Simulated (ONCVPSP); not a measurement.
**BLYP ONCV dataset for Tl, fully relativistic all-electron reference.**

thallium, optimised norm-conserving Vanderbilt (ONCV), made with ONCVPSP 4.0.1 (BLYP, fully relativistic). Core [Kr] 4d10 4f14, reference 5s2 5p6 5d10 6s2 6p1. Waves: 5s+6s: rc 1.20 bohr, ncon 3, nbas 7, qcut 8.6 1/bohr, 2 projectors; 5p+6p: rc 1.35 bohr, ncon 4, nbas 8, qcut 9.1 1/bohr, 2 projectors; 5d: rc 1.75 bohr, ncon 4, nbas 8, qcut 8.8 1/bohr, 2 projectors, debl 2.6 Ha. Local part: polynomial inside 0.95 bohr (lpopt 3, dvloc0 3 Ha). Core correction: Teter function, fcfact 2, rcfact 1.4.

Open shells are filled in proportion to 2j + 1.

**Question.** Estimate the cutoffs (Ha) at which the residual kinetic energy of the hardest occupied pseudo-wave falls to 1 and 0.1 mHa per electron.

**Answer.** 33 Ha and 41 Ha.

**Question.** What does a ghost test show?

**Answer.** No bound ghost flagged; GHOST(+) flagged for s at 281.2 eV.

Its largest configuration-test error is +0.3 meV (5s2 5p6 5d10 6s2 6p0). 1 of 4 tests not solved or not reliable.
